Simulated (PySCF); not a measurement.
**Dipole response of Mo¹⁸⁺ (molybdenum, charge +18)**

[Ar] 3d6, high-spin 5D determinant. Computed with PySCF 2.14 in an even-tempered Gaussian basis (17 s from 1.7 bohr⁻², ratio 2.5; 11 p from 2.2 bohr⁻², ratio 2.5; 8 d from 2.2 bohr⁻², ratio 2.5; 4 f from 9.9 bohr⁻², ratio 2.7; 4 g from 15 bohr⁻², ratio 2.7), with no relativity, point nucleus. Coupled (time-dependent) response in atomic units; α is the mean over directions.

| method | mean α (bohr³) | α xx, yy, zz | C₆ (like pair) | S(−4) |
| --- | --- | --- | --- | --- |
| PBE0 | 0.04361 | 0.04178, 0.04178, 0.04728 | 0.01818 | 0.0006959 |

S(−4) is the Cauchy moment in α(ω) = α(0) + S(−4) ω² + …

Spin-orbit coupling is absent.

α(iu) at PBE0:

```json
{"u (hartree)": "0", "α(iu) (bohr³)": "0.04361"}
{"u (hartree)": "1.00", "α(iu) (bohr³)": "0.04293"}
{"u (hartree)": "2.00", "α(iu) (bohr³)": "0.04112"}
{"u (hartree)": "4.00", "α(iu) (bohr³)": "0.03604"}
{"u (hartree)": "6.00", "α(iu) (bohr³)": "0.03126"}
{"u (hartree)": "8.00", "α(iu) (bohr³)": "0.02748"}
{"u (hartree)": "10.0", "α(iu) (bohr³)": "0.02452"}
{"u (hartree)": "15.0", "α(iu) (bohr³)": "0.01911"}
{"u (hartree)": "20.0", "α(iu) (bohr³)": "0.01526"}
{"u (hartree)": "30.0", "α(iu) (bohr³)": "0.01011"}
{"u (hartree)": "50.0", "α(iu) (bohr³)": "0.005126"}
```

A single London oscillator, α(iu) = α/(1 + u²/ω²), gives C₆ = (3/4) ω α². Matching the computed C₆ needs ω = 4 × 0.01818 / (3 × 0.04361²) = 12.7 hartree.

For an ion, C₆ is the dispersion term alone; charge-induced terms of lower order in 1/R come first.

The components differ because the open shell of this determinant is not spherical; for a pure term their mean is the scalar polarisability.

A non-relativistic calculation at this Z misses sizeable relativistic shifts. Spin-orbit coupling, absent here, splits the open shell strongly.
